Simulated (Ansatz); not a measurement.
Geometry optimisation, RKS PBE-D4/def2-SVP (Ansatz 0.2.0).

input.yaml

```yaml
crystal:
  periodic: [false, false, false]
  atoms:
    - { symbol: Hf, position_ang: [0.021252, 0.193786, -0.053493] }
    - { symbol: Cl, position_ang: [0.17381, -0.313402, 2.362406] }
    - { symbol: F, position_ang: [1.618831, -0.389938, -0.890627] }
    - { symbol: F, position_ang: [-0.103415, 2.046537, -0.439684] }
    - { symbol: F, position_ang: [-1.44338, -0.828207, -0.901581] }
    - { symbol: O, position_ang: [-2.903179, 0.059142, 1.348916] }
    - { symbol: Al, position_ang: [-3.292976, -1.128661, 0.107339] }
    - { symbol: H, position_ang: [-3.076072, -2.683683, 0.42346] }
    - { symbol: H, position_ang: [-4.261076, -0.542433, -1.018972] }
    - { symbol: H, position_ang: [-2.393497, -0.151343, 2.170337] }
basis:
  gaussian: { orbitals: def2-SVP }
hamiltonian:
  xc: pbe
  dispersion: d4
relax:
  f_tol: 0.03
  max_steps: 50
output:
  orbitals: {}
```

Launched with:

```bash
$ ansatz run input.yaml --threads 4 --pin off --max-ram 5120MiB --backend cpu --events-out ev --progress --plain --runs-dir out
```

**Question.** Where does it end, and by what steps?

**Answer.** The forces met the threshold. After 18 steps the energy has fallen by 1.373 eV; Cl2 moved furthest, 1.13 Å. Joined: Hf1–O6 (3.25 → 2.14 Å).

```
step  energy less start (eV)  largest force component (eV/Å)  accepted
   0                  0.0000                           1.681       yes
   1                 -0.2928                           1.178       yes
   2                 -0.6385                           1.497       yes
   3                 -0.9846                           1.876       yes
   4                 -1.1060                           2.094       yes
   5                 -1.0361                           1.526        no
   6                 -1.2525                           0.538       yes
   7                 -1.2871                           0.159       yes
   8                 -1.2964                           0.212       yes
   9                 -1.3109                           0.115       yes
  10                 -1.3247                           0.204       yes
  11                 -1.3343                           0.254       yes
  12                 -1.3471                           0.273       yes
  13                 -1.3584                           0.381       yes
  14                 -1.3630                           0.192       yes
  15                 -1.3698                           0.116       yes
  16                 -1.3682                           0.172        no
  17                 -1.3718                           0.073       yes
  18                 -1.3727                           0.022       yes
```

```xyz
10
Properties=species:S:1:pos:R:3
Hf -0.274 0.204 0.271
Cl 0.450 0.776 2.462
F 1.110 -0.989 -0.288
F -0.203 1.890 -0.623
F -1.657 -0.615 -1.152
O -2.082 -0.485 1.190
Al -3.162 -1.158 -0.208
H -3.225 -2.748 -0.165
H -4.371 -0.173 -0.527
H -2.246 -0.441 2.148
```

Whether the end is a true minimum wasn't checked by a vibrational analysis.

The run took 31 s on 4 threads of Intel(R) Xeon(R) Platinum 8488C (Sapphire Rapids), with other jobs on the host, peak memory 0.23 GiB.
